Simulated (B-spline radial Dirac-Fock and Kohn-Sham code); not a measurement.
**Binding energies of Ru³⁹⁺**

System: Ru³⁹⁺, configuration [He] 2s2 2p1; nuclear rms radius 4.4809 fm (A = 102).

Input of the calculation (task.json; shells as n, l, electrons):

```json
{"items": [{
  "Z": 44,
  "q": 39,
  "cfg": [[1, 0, 2], [2, 0, 2], [2, 1, 1]],
  "A": 102,
  "rrms": 4.4809,
  "do": ["binding"]
}]}
```

Command: `python xray_run.py task.json out`

Method: relaxed Dirac-Fock hole states (ΔSCF) with Breit and QED corrections and a finite nucleus. Computed with a radial finite-basis atomic code. Electron correlation is not included. Energies are counted from the vacuum level.

All terms are in eV, carry their sign (relaxation lowers the binding energy) and add up to the binding energy; ⟨r⟩ is the mean radius of the orbital in the initial state.

```csv
subshell,−ε (Koopmans),relaxation,Breit,QED,binding energy,⟨r⟩ (bohr)
1s,25528.6,-7.44,-35.34,-21.36,25464.5,0.033
2s,5963.3,-0.62,-3.58,-2.88,5956.2,0.137
2p,5772.8,-0.72,-3.87,-0.02,5768.2,0.119
```

For the deepest level, K (1s), the Breit terms make up -0.139 % of the binding energy, QED -0.084 % and orbital relaxation -0.029 %.

Going to the tabulated ground configuration of the next ion removes an electron from L2,3 (2p), computed at 5768.2 eV. NIST lists 5861 ± 4 eV as the ionisation energy of this species (semi-empirical), +92.77 eV from the computed value. Where a p, d or f shell is open in either ion the computed value averages over both j values and all terms, while the table refers to the lowest levels; that difference holds spin-orbit splitting (largest in heavy or highly charged ions), term energies where several electrons share open shells, and correlation, and it can reach 10 % or more.
